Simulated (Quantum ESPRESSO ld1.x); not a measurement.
Results of a calculation; reference values are marked as such.
Mo II, 41 electrons, occupied as [Kr] 4d3 5s2 (not the ground configuration). Code: ld1.x of Quantum ESPRESSO 7.5. Model: Dirac Kohn-Sham, LDA (Slater exchange, Perdew-Zunger correlation), spin-unpolarised, spherical densities, point nucleus; open shells are shared between the two j in proportion to 2j + 1. Some entries of the table are withheld. Estimate them.

orbital,occ.,eigenvalue (hartree),<r> (bohr)
1s1/2,2,-727.623,(1)
2s1/2,2,-103.227,0.1536
2p1/2,2,-95.0710,0.1308
2p3/2,4,-91.1619,0.1354
3s1/2,2,-17.9833,0.4295
3p1/2,2,-14.8784,0.4238
3p3/2,4,-14.2339,0.4345
3d3/2,4,-8.72414,0.4134
3d5/2,6,-8.60196,0.4169
4s1/2,2,-2.86585,(2)
4p1/2,2,-1.97075,(3)
4p3/2,4,-1.87499,(4)
4d3/2,1.2,-0.57714,1.703
4d5/2,1.8,-0.56747,1.720
5s1/2,2,-0.45685,(5)

Answer. 
(1) 1s1/2 <r> (bohr): 0.03520
(2) 4s1/2 <r> (bohr): 1.098
(3) 4p1/2 <r> (bohr): 1.198
(4) 4p3/2 <r> (bohr): 1.228
(5) 5s1/2 <r> (bohr): 3.004
